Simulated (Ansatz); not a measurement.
Relaxation of C2H8FNSi (13 atoms, charge 0, multiplicity 1), to a largest force component of 0.015 eV/Å in at most 40 steps.

Theory: RKS PBE-D4/def2-SVP in Ansatz.

```xyz
13
Properties=species:S:1:pos:R:3:forces:R:3
C -0.688 -0.999 1.253 -2.09 3.02 -1.48
C 0.602 -0.657 0.592 0.32 1.07 1.38
F 1.170 -1.854 0.308 1.55 -1.93 -0.74
Si 0.628 0.350 -0.989 -2.69 -0.60 -0.39
N -0.180 1.862 -0.824 -1.84 0.50 1.35
H -1.382 -1.514 0.566 0.03 -0.32 -0.11
H -1.238 -0.037 1.531 0.41 -0.70 -0.05
H -0.552 -1.547 2.132 0.38 -1.37 1.92
H 1.250 -0.127 1.361 -0.19 -0.14 -0.36
H 1.908 0.617 -1.496 2.01 0.19 -0.60
H -0.261 -0.325 -2.014 0.44 -0.76 -0.09
H 0.004 2.415 -1.638 0.19 0.95 -0.84
H -1.240 1.780 -0.768 1.46 0.09 0.01
```

Problem. Where does it end, and by what steps?

Solution. The run converged. After 9 steps the energy has fallen by 0.656 eV; H11 moved furthest, 0.34 Å.

| step | energy less start (eV) | largest force component (eV/Å) | accepted |
| --- | --- | --- | --- |
| 0 | 0.0000 | 3.019 | yes |
| 1 | -0.5598 | 0.746 | yes |
| 2 | -0.6363 | 0.403 | yes |
| 3 | -0.6209 | 0.581 | no |
| 4 | -0.6519 | 0.155 | yes |
| 5 | -0.6437 | 0.437 | no |
| 6 | -0.6554 | 0.037 | yes |
| 7 | -0.6559 | 0.036 | yes |
| 8 | -0.6559 | 0.056 | yes |
| 9 | -0.6560 | 0.011 | yes |

```xyz
13
Properties=species:S:1:pos:R:3
C -0.727 -0.936 1.233
C 0.622 -0.662 0.588
F 1.272 -1.884 0.313
Si 0.529 0.289 -1.074
N -0.261 1.830 -0.822
H -1.390 -1.506 0.550
H -1.225 0.021 1.492
H -0.609 -1.525 2.167
H 1.267 -0.092 1.298
H 1.919 0.588 -1.560
H -0.151 -0.641 -2.055
H 0.053 2.623 -1.387
H -1.280 1.859 -0.730
```

Whether the end is a true minimum wasn't checked by a vibrational analysis.

The run took 21 s on 2 threads of Intel(R) Xeon(R) CPU @ 2.80GHz (Skylake/Cascade Lake), with other jobs on the host, peak memory 0.18 GiB.
